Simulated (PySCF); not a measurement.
# Static response to an electric field

FH7OSi3.
Cartesian coordinates in Å at the PBE0-D3(BJ)/def2-SVP level; atoms count from 1:
```xyz
12
FH7OSi3 angstrom
F     -1.4042   -1.6291    0.3730
Si    -2.1371   -0.2948   -0.1997
O     -0.9750    0.7068   -0.7736
Si     0.6388    1.1141   -0.5841
Si     1.7620   -0.5491    0.6368
H     -3.0335   -0.7015   -1.3076
H     -2.8625    0.3303    0.9350
H      0.7209    2.4256    0.1289
H      1.2357    1.2777   -1.9424
H      1.6859   -1.8660   -0.0616
H      1.1730   -0.6674    2.0047
H      3.1987   -0.1468    0.7651
```

Level: PBE0/def2-SVPD (PySCF), static field, nuclei fixed, core orbitals frozen in the response. The polarisability tensor in these axes (au):

```
x   92.32 -1.25  3.77
y   -1.25 83.78 -5.13
z    3.77 -5.13 80.04
```

Question: What are the eigenvalues, a third of the trace, and Δα (Δα² = ½Σ(αi − αj)² over the three pairs)?

Answer: Principal values 76.08, 85.91 and 94.14 au; mean 85.38 au = 12.65 Å³ = 14.08 × 10⁻⁴⁰ C²·m²/J; Δα = 15.66 au (18 % of the mean).

Question: What is the dipole moment, and where does it point?

Answer: (-0.37, 0.84, -0.18) D, 0.93 D in size, pointing from the negative to the positive side. Measured along this direction, the outermost atoms are H10 at the negative end and H8 at the positive end.

Question: How large is μ²/3kT at 500 K beside α?

Answer: In Gaussian units μ²/3kT = 4.20 Å³ against 12.65 Å³, a ratio of 0.33; the Debye molar polarisation (4π/3)N_A(α + μ²/3kT) is 42.5 cm³/mol, leaving out the vibrational part.

Question: What would n − 1 = 2πNα be for an ideal gas of these molecules at 400 K and 1 atm, electronic part alone?

Answer: N = p/kT = 1.8347 × 10¹⁹ cm⁻³, so n − 1 = 2π × N × 12.65 × 10⁻²⁴ cm³ = 1459 × 10⁻⁶ at long wavelengths.

Question: What are the principal values of the traceless quadrupole moment, Θ = ½Σq(3rr − r²1), about the centre of nuclear charge?

Answer: -4.75, 0.08, 4.67 D·Å. The values depend on the origin, since the dipole doesn't vanish. The electronic extent ⟨r²⟩ about the same centre is 1047 bohr², a root-mean-square distance of 2.11 Å for the 66 electrons.

One conformer (not necessarily the lowest) at the PBE0-D3(BJ)/def2-SVP geometry, without solvent, vibrations or thermal averaging.
